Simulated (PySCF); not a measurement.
C4H5N2, SMILES n1ccc[nH+]c1, charge +1.

Geometry: TPSSh-D3(BJ)/def2-SVP. The isomer is the one that the SMILES or the coordinates give; other isomers of the formula were not compared.

These are PySCF 2.14.0 with TPSSh-D3(BJ)/def2-SVP values and carry that method's errors.

Frequencies are harmonic and unscaled.

```
mode  ν (cm⁻¹)  IR (km/mol)  moving atoms (share of kinetic energy)
----  --------  -----------  --------------------------------------
1          315          1.4                  C 50 %, H 36 %, N 13 %
2          407          5.7                  N 40 %, C 38 %, H 22 %
3          612          4.2                          N 47 %, C 47 %
4          671          0.6                          C 68 %, N 24 %
5          686         85.3                  H 56 %, N 25 %, C 19 %
6          792         44.1                  H 60 %, C 29 %, N 11 %
7          882          5.9                  H 80 %, C 10 %, N 10 %
8          967          0.6                          H 66 %, C 29 %
9         1013          5.3                          N 66 %, C 27 %
10        1015          0.6                          H 74 %, C 24 %
11        1040          0.7                          H 65 %, C 35 %
12        1068          9.0                          C 79 %, H 19 %
13        1085          3.0                  H 56 %, C 31 %, N 13 %
14        1125          3.2                  C 46 %, H 44 %, N 10 %
15        1216         11.7                          H 77 %, C 19 %
16        1285          2.2                  H 71 %, C 17 %, N 12 %
17        1348          6.2                  C 49 %, H 38 %, N 14 %
18        1397          5.4                  H 68 %, N 21 %, C 11 %
19        1482         44.0                  H 47 %, C 36 %, N 17 %
20        1555         21.0                   C 52 %, H 40 %, N 8 %
21        1633        108.5                  C 43 %, N 34 %, H 23 %
22        1675         87.7                  C 70 %, N 20 %, H 10 %
23        3202          2.1                           H 91 %, C 9 %
24        3216         10.9                           H 91 %, C 9 %
25        3233         10.2                           H 91 %, C 9 %
26        3243         19.3                           H 91 %, C 9 %
27        3505        176.6                                  H 93 %
```
